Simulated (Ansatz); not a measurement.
`[CH3][Al]1[N]=C[SiH2]1` at its PBE0-D4/def2-TZVP geometry, where that method's forces vanish. Total charge 0; spin multiplicity 1.

```xyz
11

C     0.9160   -0.2368   -2.2466
Al    0.1254   -0.0979   -0.4771
N    -1.4998   -0.7502    0.1518
C    -1.4506   -0.3367    1.3663
Si    0.1493    0.6555    1.8216
H     2.0032   -0.3411   -2.2004
H     0.5081   -1.0875   -2.7989
H     0.7040    0.6663   -2.8290
H    -2.2882   -0.5600    2.0500
H    -0.1228    2.0605    2.2504
H     0.9553    0.0279    2.9118
```

Q: What forces (eV/Å) does r2SCAN-D4/def2-TZVPP give on these atoms in Ansatz 0.2.0? (Estimate.)

A: Ansatz gave: 
```
C1  -0.015 -0.010  0.031
Al2  0.028  0.007 -0.015
N3  -0.100 -0.149 -0.303
C4   0.039  0.082  0.185
Si5  0.082  0.068  0.067
H6  -0.022  0.006 -0.026
H7   0.017  0.022 -0.007
H8   0.015 -0.023 -0.007
H9  -0.045 -0.011  0.043
H10  0.004 -0.002  0.019
H11 -0.003  0.011  0.013
```
